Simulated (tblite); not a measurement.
Run record: molecular-dynamics run, `CC(=O)C(CN)CN`.

Computed with GFN2-xTB (tblite), gas phase: Langevin dynamics at 300 K from the optimised GFN2-xTB geometry, time step 0.5 fs, friction 0.01 fs⁻¹, 2000 steps. The command runs a driver script over a list of jobs; the input below is this job's line of settings and its coordinates in Å. «temperature» is in K, «steps» counts time steps and «every» is the stride of the printed frames; «frames» go on to single points.

Command:
```bash
OMP_NUM_THREADS=1 python probes_run.py task.json out
```

Input:
```
{"job": {"kind": "md", "xc": "GFN2-xTB", "basis": "xTB", "temperature": 300, "steps": 2000, "every": 50, "frames": 5}, "charge": 0, "multiplicity": 1}
C     -2.467471    -0.984491     0.092015
C     -1.051916    -1.188558    -0.393576
O     -0.766827    -2.058816    -1.179089
C     -0.031018    -0.204473     0.137576
C     -0.310105     1.197012    -0.480787
N      0.500120     2.268601     0.040544
C      1.390470    -0.680474    -0.185672
N      2.381519     0.107861     0.537097
H     -2.502118    -0.498490     1.062122
H     -2.979218    -1.942974     0.131351
H     -2.991717    -0.362250    -0.632377
H     -0.147553    -0.124359     1.224875
H     -1.358656     1.460689    -0.317733
H     -0.134341     1.137570    -1.558345
H      0.318389     2.399161     1.030558
H      1.482961     2.028529    -0.054363
H      1.454171    -1.758595     0.031805
H      1.572367    -0.552577    -1.255448
H      3.314655    -0.148360     0.233516
H      2.321141    -0.084328     1.532895
```

Output:
```
t/fs     T/K      E/eV
    0.0   246.4   -726.54776
   25.0   180.7   -726.20096
   50.0   234.6   -726.14804
   75.0   207.8   -726.19484
  100.0   201.5   -726.19448
  125.0   217.2   -726.16407
  150.0   300.4   -726.06604
  175.0   271.1   -726.02628
  200.0   283.0   -726.02785
  225.0   192.5   -725.88309
  250.0   306.7   -725.87174
  275.0   228.7   -725.57085
  300.0   351.3   -725.88016
  325.0   296.1   -725.69292
  350.0   325.4   -725.94693
  375.0   286.9   -725.79221
  400.0   307.1   -726.05123
  425.0   224.5   -726.03744
  450.0   265.4   -726.03138
  475.0   202.8   -725.90381
  500.0   283.6   -725.91106
  525.0   287.4   -725.95624
  550.0   317.9   -726.00708
  575.0   239.5   -725.83804
  600.0   236.4   -725.77469
  625.0   256.6   -725.80762
  650.0   265.7   -725.80367
  675.0   286.3   -725.92655
  700.0   256.4   -725.88141
  725.0   304.3   -725.76107
  750.0   253.4   -725.49081
  775.0   289.1   -725.85111
  800.0   335.1   -725.71083
  825.0   363.4   -725.94468
  850.0   309.7   -725.93611
  875.0   331.9   -726.04404
  900.0   336.0   -726.08826
  925.0   236.4   -725.96570
  950.0   237.2   -725.80450
  975.0   295.4   -725.93662
 1000.0   313.1   -725.90716
```

E is the potential energy; T comes from the kinetic energy over all 3N coordinates.

Q: Sum up the printed frames.

A: 41 frames over 1000 fs. T runs from 181 K (25 fs) to 363 K (825 fs), with a mean of 272 K over all frames and 287 K from 500 fs on. E starts at -726.548 eV, peaks 1.057 eV above that at 750 fs, and averages 0.674 eV above it from 500 fs on.

Q: Give the last frame.

A: 0.70 Å rms from the start after alignment:
```
atom  x, y, z in Å  |  force x, y, z in eV/Å
C1     -2.048   -1.956    2.099   -0.625  -0.877  -0.700
C2     -0.720   -1.848    1.452   -0.630   0.162   0.132
O3     -0.418   -2.779    0.769    1.270  -1.203  -1.210
C4      0.095   -0.603    1.528    0.087   0.793   0.129
C5     -0.649    0.549    0.774   -1.094   0.485   0.406
N6      0.098    1.707    0.394    1.602   1.180   0.160
C7      1.411   -0.848    0.810    1.372   0.277  -0.187
N8      2.521    0.002    1.330   -0.879   0.079  -0.799
H9     -2.713   -1.255    1.639   -0.525   0.361  -0.315
H10    -2.008   -1.736    3.116   -0.020   0.198   1.723
H11    -2.406   -3.003    1.901    0.157   1.023   0.372
H12     0.216   -0.197    2.543    0.231  -0.511  -0.097
H13    -1.496    0.889    1.434    0.657  -0.122  -0.382
H14    -1.133    0.196   -0.145    0.233  -0.253   0.041
H15     0.624    2.229    1.163   -0.999  -1.287  -1.047
H16     0.796    1.541   -0.366   -0.835  -0.030   0.978
H17     1.707   -1.915    0.795   -0.311   0.269   0.248
H18     1.243   -0.573   -0.223    0.024  -0.040  -0.466
H19     3.184    0.250    0.599   -0.337   0.036  -0.175
H20     3.050   -0.571    1.933    0.620  -0.541   1.189
```

Time: 32 s; peak memory 0.18 GiB. Hardware: one thread, Intel Xeon at 2.50 GHz (x86_64), shared host with 64 logical CPUs at a one-minute load of 57.
